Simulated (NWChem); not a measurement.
All runs are NWChem calculations. System: C$_{3}$H$_{5}$NOSi, charge 0, spin multiplicity 1, at a geometry optimised with PBE/def2-SVP. The structure started from a generated list of species. Level: MP2/def2-SVP, 10 core orbitals frozen.

Input file:

```
start mol
memory heap 200 mb stack 800 mb global 1000 mb
geometry units angstroms nocenter noautoz
  C     -3.048636     0.055040     0.000000
  C     -1.729762     0.025085     0.000000
  C     -0.406384    -0.021093     0.000000
  N      0.500886    -1.109147     0.000000
  Si     1.827576     0.030201     0.000000
  O      0.461334     1.087089     0.000000
  H     -3.641623     0.071875     0.936956
  H     -3.641623     0.071875    -0.936956
  H      0.230578    -2.088955     0.000000
  H      2.689213     0.117756    -1.226566
  H      2.689213     0.117756     1.226566
  symmetry group Cs
end
basis spherical
  * library def2-svp
end
scf
  rhf
  nopen 0
  maxiter 100
  thresh 1e-7
  semidirect memsize 60000000 filesize 0
end
mp2
  freeze core 10
end
task mp2 energy
```

Output (cleaned and shortened):

```
             Northwest Computational Chemistry Package (NWChem) 7.3.0
             --------------------------------------------------------

                                NWChem Input Module
                                -------------------

 Scaling coordinates for geometry "geometry" by  1.889725989
 (inverse scale =  0.529177249)

 Turning off AUTOSYM since
 SYMMETRY directive was detected!

                             Geometry "geometry" -> ""
                             -------------------------

 Output coordinates in angstroms (scale by  1.889725989 to convert to a.u.)

  No.       Tag          Charge          X              Y              Z
 ---- ---------------- ---------- -------------- -------------- --------------
    1 C                    6.0000    -3.04863600     0.05504000     0.00000000
    2 C                    6.0000    -1.72976200     0.02508500     0.00000000
    3 C                    6.0000    -0.40638400    -0.02109300     0.00000000
    4 N                    7.0000     0.50088600    -1.10914700     0.00000000
    5 Si                  14.0000     1.82757600     0.03020100     0.00000000
    6 O                    8.0000     0.46133400     1.08708900     0.00000000
    7 H                    1.0000    -3.64162300     0.07187500     0.93695600
    8 H                    1.0000    -3.64162300     0.07187500    -0.93695600
    9 H                    1.0000     0.23057800    -2.08895500     0.00000000
   10 H                    1.0000     2.68921300     0.11775600    -1.22656600
   11 H                    1.0000     2.68921300     0.11775600     1.22656600

 Effective nuclear repulsion energy (a.u.)     270.3412984719

            Nuclear Dipole moment (a.u.)
            ----------------------------
        X                 Y               Z
 ---------------- ---------------- ----------------
     0.0000075589    -0.0000075589     0.0000000000

      Symmetry information
      --------------------

 Group name             Cs
 Group number              2
 Group order               2
 No. of unique centers     9

      Symmetry unique atoms
[...]
     1   1 0 0      0.700465      0.000000      0.000008
     1   0 1 0     -0.972339      0.000000     -0.000008
     1   0 0 1      0.000000      0.000000      0.000000

     2   2 0 0    -26.813837      0.000000    592.680573
     2   1 1 0     -0.317906      0.000000     -2.469695
     2   1 0 1      0.000000      0.000000      0.000000
     2   0 2 0    -31.564675      0.000000     80.365868
     2   0 1 1     -0.000000      0.000000      0.000000
     2   0 0 2    -33.007191      0.000000     17.015055

                   NWChem MP2 Semi-direct Energy/Gradient Module
                   ---------------------------------------------

  Basis functions       =    113
  Molecular orbitals    =    113
  Frozen core           =     10
  Frozen virtuals       =      0
  Active alpha occupied =     16
  Active beta occupied  =     16
  Active alpha virtual  =     87
  Active beta virtual   =     87
  Use MO symmetry       = T
  Use skeleton AO sym   = T

  AO/Fock/Back tols     =   1.0D-09  1.0D-09  1.0D-09

 GA uses MA = F    GA memory limited = T

 Available:
  local mem=  1.15D+08
 global mem=  1.31D+08
 local disk=  0.00D+00
  mp2_memr nvloc                    87
  nvloc new                    87
   1 passes of  16:        3145728                      61544                  28096876.
   1 passes of  16: M    114683628           G      131046462           F     111537900.

 Semi-direct pass number   1 of   1  for RHF alpha+beta  at        3.7s
  vrange nnbf                  5932
  mp2_eaftype                   107  avail_ma_in_mb                   999
 EAF : mp2_eaftype filesize         107   14048438.
  mp2_eaf for mointskh                    107
Node 0 wrote     66.1 Mb in      0.0 s     Agg I/O rate:  1992.6 Mb/s
 Done moints_semi at        8.5s
  mp2_eaftype                   107  avail_ma_in_mb                   892
 EAF : mp2_eaftype filesize         107   14048438.
  mp2_eaf for kh                   107
 Done maket at        8.9s
 Done multipass loop at        8.9s

          -------------------------------------------
          SCF energy                -534.428495773959
          Correlation energy          -0.820430442974
          Singlet pairs               -0.511326140277
          Triplet pairs               -0.309104302698
          Total MP2 energy          -535.248926216934
          -------------------------------------------

          ---------------------------------------------------
                    Spin Component Scaled (SCS) MP2
          Same spin pairs                     -0.206069535132
          Same spin scaling factor             0.333333333333
          Opposite spin pairs                 -0.614360907843
          Opposite spin scaling fact.          1.200000000000
          SCS-MP2 correlation energy          -0.805922934455
          Total SCS-MP2 energy              -535.234418708414
          ---------------------------------------------------

 -----------------------
 Performance information
 -----------------------

 Timer overhead =  1.69D-07 seconds/call

               Nr. of calls         CPU time (s)                 Wall time (s)                GFlops
             ---------------    -------------------     ------------------------------   -------------------
Name         Min   Avg   Max    Min     Avg     Max     Min     Avg     Max   Mx/calls   Min     Max     Sum
mp2: moin     1     1     1    4.8     4.8     4.8      4.8     4.8     4.8     4.8      0.0     0.0     0.0
mp2: make     1     1     1   0.38    0.38    0.38     0.38    0.38    0.38    0.38      0.0     0.0     0.0
mp2: tota     1     1     1    5.2     5.2     5.2      5.2     5.2     5.2     5.2      0.0     0.0     0.0

 The average no. of pstat calls per process was 3.00D+00
 with a timing overhead of 5.07D-07s

 Task  times  cpu:        8.8s     wall:        8.8s

 Total times  cpu:        8.9s     wall:        8.9s
```
